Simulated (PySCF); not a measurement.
**Stretching CdCl**

Set-up: PySCF, scalar-relativistic core potentials, basis sets Cd cc-pVDZ-PP with ECP28, Cl cc-pV(D+d)Z. Energies in eV from Cd + Cl in their ground configurations at the same level. State: ²Σ⁺ (doublet), unpaired electrons σ ↑.

All columns are PBE0. A positive dipole means Cd(−)Cl(+).

| R (Å) | E (eV) | μ (D) | Mulliken charge on Cd (basis-dependent) | HOMO (eV) | LUMO (eV) | Mayer bond order | ⟨S²⟩ |
| --- | --- | --- | --- | --- | --- | --- | --- |
| 2.038 | -1.092 | -1.82 | 0.35 | -6.04 | -3.20 | 1.15 | 0.75 |
| 2.133 | -1.577 | -2.29 | 0.37 | -6.21 | -3.42 | 1.08 | 0.75 |
| 2.228 | -1.830 | -2.75 | 0.38 | -6.37 | -3.63 | 1.02 | 0.75 |
| 2.299 | -1.913 | -3.09 | 0.39 | -6.49 | -3.79 | 0.99 | 0.75 |
| 2.370 | -1.931 | -3.42 | 0.39 | -6.60 | -3.94 | 0.96 | 0.75 |
| 2.441 | -1.903 | -3.73 | 0.40 | -6.70 | -4.08 | 0.93 | 0.75 |
| 2.536 | -1.814 | -4.11 | 0.41 | -6.83 | -4.25 | 0.90 | 0.75 |
| 2.654 | -1.654 | -4.52 | 0.41 | -6.98 | -4.45 | 0.86 | 0.76 |
| 2.797 | -1.430 | -4.88 | 0.40 | -7.14 | -4.64 | 0.80 | 0.76 |
| 2.986 | -1.134 | -5.10 | 0.38 | -7.32 | -4.85 | 0.73 | 0.76 |

A fit through these points gives, at Re = 2.359 Å, μ = -3.37 D and dμ/dR = -4.56 D/Å; the reduced mass is 26.75 u.

Q: How strong is the fundamental in the double-harmonic approximation, I = 42.26·(dμ/dR)²/μred km/mol?

A: I = 42.26·(-4.56)²/26.75 = 32.9 km/mol at PBE0.

Spin–orbit coupling is left out. The state is the lowest determinant that a PBE0 search found; another state may lie lower at other levels.
